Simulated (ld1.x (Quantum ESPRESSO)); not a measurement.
Pt, PAW: configuration errors across variants

- Element: Pt
- Generator: ld1.x (Quantum ESPRESSO) 7.5
- Type: PAW
- Functional: PBE
- Relativity: scalar-relativistic
- Frozen core: [Kr] 4d10 4f14
- Valence charge: 18
- Reference configuration: 5s2 5p6 5d9.5 6s0.5 6p0
- Partial waves: 5s (bound): rcut 1.70, rcutus 1.90 bohr; 6s (bound): rcut 1.70, rcutus 1.90 bohr; 5p (bound): rcut 1.90, rcutus 2.20 bohr; 6p (bound, empty): rcut 1.90, rcutus 2.20 bohr; 5d (bound): rcut 1.40, rcutus 1.70 bohr; 5d channel at 4.95 Ry: rcut 1.40, rcutus 1.70 bohr
- Local potential: all-electron potential smoothed inside 1.45 bohr (lloc = -2)
- Core correction: Bessel-smoothed model core inside 0.95 bohr
- Augmentation charge: PSQ, inside the norm-conserving radii

All-electron excitation energies from the reference (eV): (1) 5s2 5p6 5d9 6s1 6p0 0.123; (2) 5s2 5p6 5d9 6s0 6p0 9.317; (3) 5s2 5p6 5d8 6s0 6p0 29.282; (4) 5s2 5p6 5d8 6s1 6p1 6.691.

The overlap operator is not positive definite (basis up to 400 Ry) in “base”, “all radii but the core radius scaled by about 0.84 (s 1.60, p 1.84, d 1.42 bohr, rcut 1.42/1.60/1.18); local potential all-electron potential smoothed inside 1.22 bohr (lloc = -2)”, “all radii but the core radius scaled by about 0.89 (s 1.70, p 1.96, d 1.52 bohr, rcut 1.52/1.70/1.24); local potential all-electron potential smoothed inside 1.30 bohr (lloc = -2)”, “all radii but the core radius scaled by about 0.96 (s 1.82, p 2.12, d 1.64 bohr, rcut 1.64/1.82/1.34); local potential all-electron potential smoothed inside 1.40 bohr (lloc = -2)”. Such files are unfit for use, however small their errors in these radial tests.

5 further variants failed, have other tests or too few solved ones, and are left out.

Errors AE − PS in meV (a dash: test not solved or not reliable):

```csv
change,(1),(2),(3),(4),bound ghosts
base,-1.5,-1.2,-25,-8.2,not determined (overlap not positive)
"all radii but the core radius scaled by about 0.84 (s 1.60, p 1.84, d 1.42 bohr, rcut 1.42/1.60/1.18); local potential all-electron potential smoothed inside 1.22 bohr (lloc = -2)",+2.4,-1.3,-4.8,+4.2,not determined (overlap not positive)
"all radii but the core radius scaled by about 0.89 (s 1.70, p 1.96, d 1.52 bohr, rcut 1.52/1.70/1.24); local potential all-electron potential smoothed inside 1.30 bohr (lloc = -2)",+19,-2.0,+4.4,+14,not determined (overlap not positive)
"all radii but the core radius scaled by about 0.96 (s 1.82, p 2.12, d 1.64 bohr, rcut 1.64/1.82/1.34); local potential all-electron potential smoothed inside 1.40 bohr (lloc = -2)",–,–,–,–,not determined (overlap not positive)
```

(1) Give the same row for: all radii but the core radius scaled by about 0.76 (s 1.44, p 1.66, d 1.28 bohr, rcut 1.28/1.44/1.06); local potential all-electron potential smoothed inside 1.10 bohr (lloc = -2).

Results:

(1) +2.1, -1.4, -5.2, +3.7; bound ghosts: none.
